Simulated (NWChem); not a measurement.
System meant: CdGeH$_{3}$F; SMILES [F][Cd][GeH3]

The following NWChem deck was run.

```
start job
memory heap 200 mb stack 900 mb global 1100 mb
geometry units angstroms noautoz
  Cd    -0.494578     0.695740    -0.003457
  F     -0.686757     2.645510    -0.003794
  Ge    -0.248423    -1.799908    -0.003041
  H      0.072975    -2.318447    -1.430220
  H      0.901781    -2.235431     0.943752
  H     -1.558036    -2.480142     0.477705
end
basis spherical
  * library def2-svp
end
ecp
  Cd library def2-ecp
end
dft
  odft
  mult 2
  xc b3lyp
  iterations 150
  mulliken
end
task dft energy
```

End of the output:

```
                                 NWChem DFT Module
                                 -----------------

 Summary of "ao basis" -> "ao basis" (spherical)
 ------------------------------------------------------------------------------
       Tag                 Description            Shells   Functions and Types
 ---------------- ------------------------------  ------  ---------------------
 Cd                         def2-svp                11       31   5s3p2d1f
 F                          def2-svp                 6       14   3s2p1d
 Ge                         def2-svp                12       32   5s4p3d
 H                          def2-svp                 3        5   2s1p

 Summary of "ao basis" -> "ao basis" (spherical)
 ------------------------------------------------------------------------------
       Tag                 Description            Shells   Functions and Types
 ---------------- ------------------------------  ------  ---------------------
 Cd                         def2-svp                11       31   5s3p2d1f
 F                          def2-svp                 6       14   3s2p1d
 Ge                         def2-svp                12       32   5s4p3d
 H                          def2-svp                 3        5   2s1p

      Symmetry analysis of basis
      --------------------------

        a          36
        e+         28
        e-         28

  Rotation of axis
  number of electrons :                   64
  multiplicity        :                    2
 ------------------------------------------------------------------------
  no. of electrons and multiplicity not compatible                  64
 ------------------------------------------------------------------------
 ------------------------------------------------------------------------
  current input line :
    24: task dft energy
 ------------------------------------------------------------------------
 ------------------------------------------------------------------------
 There is an error in the input file
 ------------------------------------------------------------------------
 For more information see the NWChem manual at https://nwchemgit.github.io

0: no. of electrons and multiplicity not compatible:Received an Error in Communication
```

Q: Can this run be used? If not, why, and what is the fix?

A: The input was rejected before any calculation. Cause: the multiplicity doesn't fit the number of electrons (an even count wants an odd multiplicity, and the reverse). This input runs:
```
start job
memory heap 200 mb stack 900 mb global 1100 mb
geometry units angstroms noautoz
  Cd    -0.494578     0.695740    -0.003457
  F     -0.686757     2.645510    -0.003794
  Ge    -0.248423    -1.799908    -0.003041
  H      0.072975    -2.318447    -1.430220
  H      0.901781    -2.235431     0.943752
  H     -1.558036    -2.480142     0.477705
end
basis spherical
  Cd library def2-svp
  F library def2-svp
  Ge library def2-svp
  H library def2-svp
end
ecp
  Cd library def2-ecp
end
dft
  xc b3lyp
  iterations 150
  mulliken
end
task dft energy
```
It converges to -2346.16018 Ha (B3LYP/def2-SVP with def2 effective core potentials on Cd).
